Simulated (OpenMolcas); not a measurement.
**Ti3+: moving or changing the point charges**

Ti3+ among 6 point charges of -2 e arranged as a tetragonal octahedron (D4h), 1.72 Å from the ion, with the axial distance 2.012 Å. The active orbitals were held to one l.
```
   1.7200    0.0000    0.0000  -2.00
   0.0000    1.7200    0.0000  -2.00
  -1.7200    0.0000    0.0000  -2.00
   0.0000   -1.7200    0.0000  -2.00
   0.0000    0.0000    2.0124  -2.00
   0.0000    0.0000   -2.0124  -2.00
```

```yaml
Program: OpenMolcas 26.06
Method: CASSCF
Basis: ANO-RCC-VTZP [6s5p3d2f1g]
Scalar_Hamiltonian: DKH2, point nucleus
Active_space: 1 electron in 5 orbitals (3d)
State_averaging: 2S+1 = 2 even, 5 roots
Spin-orbit_coupling: state interaction with AMFI integrals over the reference wave functions
```

Runs around this geometry, states (labels of D4, the rotations of D4h). Energies in cm-1 above the lowest state or level, χT in cm3 K/mol.

```json
{"R (Å)": "1.72", "q (e)": "-1.6", "Ground state": "2E", "First state of that spin": "2B2 4390", "First gap with spin-orbit (degeneracies)": "138.1 (2, 2)", "χT at 300 K": "0.425"}
{"R (Å)": "1.72", "q (e)": "-2", "Ground state": "2E", "First state of that spin": "2B2 5484", "First gap with spin-orbit (degeneracies)": "124.3 (2, 2)", "χT at 300 K": "0.431"}
{"R (Å)": "1.86", "q (e)": "-2", "Ground state": "2E", "First state of that spin": "2B2 4658", "First gap with spin-orbit (degeneracies)": "141.2 (2, 2)", "χT at 300 K": "0.425"}
```

Taking the first state of the same spin as R^-n, n = -ln(4658 / 5484) / ln(1.86 / 1.72) = 2.1 between the shortest and longest distance.

Scaling the charges by -1.6 / -2 = 0.80 scales the first state of the same spin by 4390 / 5484 = 0.80; with fixed orbitals a first-order splitting would follow the charge.

An orbital doublet at a regular site is open to a Jahn-Teller distortion, which this geometry leaves out. Point charges carry no covalency, so the field is a model and not that of real ligands. No measured value stands beside these numbers.
